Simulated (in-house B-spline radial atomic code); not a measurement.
## Ionising Si VIII (Si7+) with different functionals

Computed with a B-spline radial code for spherical atoms: four-component Dirac-Coulomb Hamiltonian, Fermi nucleus of rms radius 3.1224 fm, spin-restricted, spherical fractional occupations for the functionals. The ionisation energy is the difference of two self-consistent energies, [He] 2s2 2p3 → [He] 2s2 2p2, without Breit or QED terms; ε is the level of the shell that loses the electron (mean over j). The electron is taken from both j subshells in proportion to 2j + 1, so the result is a j average, not the step between ground levels.

Hybrids are left out here: with spherical fractional occupations of an open shell their exact exchange keeps a self-interaction that integer-occupation calculations don't have.

```json
{"method": "LDA VWN5", "rung": "LDA", "ΔSCF (eV)": "299.24", "-ε(2p) (eV)": "275.56"}
{"method": "relativistic LDA", "rung": "LDA", "ΔSCF (eV)": "299.18", "-ε(2p) (eV)": "275.51"}
{"method": "LDA PW92", "rung": "LDA", "ΔSCF (eV)": "299.23", "-ε(2p) (eV)": "275.55"}
{"method": "LDA exchange-only", "rung": "LDA", "ΔSCF (eV)": "?", "-ε(2p) (eV)": "?"}
{"method": "PBE", "rung": "GGA", "ΔSCF (eV)": "299.35", "-ε(2p) (eV)": "275.66"}
{"method": "PBEsol", "rung": "GGA", "ΔSCF (eV)": "298.98", "-ε(2p) (eV)": "275.32"}
{"method": "BLYP", "rung": "GGA", "ΔSCF (eV)": "299.58", "-ε(2p) (eV)": "275.85"}
{"method": "RPBE", "rung": "GGA", "ΔSCF (eV)": "299.23", "-ε(2p) (eV)": "275.56"}
{"method": "PW91", "rung": "GGA", "ΔSCF (eV)": "299.67", "-ε(2p) (eV)": "275.96"}
{"method": "BP86", "rung": "GGA", "ΔSCF (eV)": "299.52", "-ε(2p) (eV)": "275.82"}
{"method": "AM05", "rung": "GGA", "ΔSCF (eV)": "?", "-ε(2p) (eV)": "?"}
{"method": "OLYP", "rung": "GGA", "ΔSCF (eV)": "299.67", "-ε(2p) (eV)": "276.09"}
```

Problem. What does LDA exchange-only give?

Solution. ΔSCF 296.91 eV, and -ε(2p) = 273.24 eV.

Problem. What does AM05 give?

Solution. ΔSCF 298.85 eV, and -ε(2p) = 275.21 eV.

Problem. How do they compare with the NIST value?

Solution. NIST lists 303.59 eV ± 0.05 (semi-empirical, ground level to ground level). Errors run from -6.68 to -3.92 eV. The correlated functionals all miss on the same side by more than they spread, so the cause is common to them (Breit-QED terms, spin polarisation, the choice among j levels, multiplet and fine-structure energies, or a listed next ion that isn't the cheapest removal here) and closeness doesn't rank the functionals.
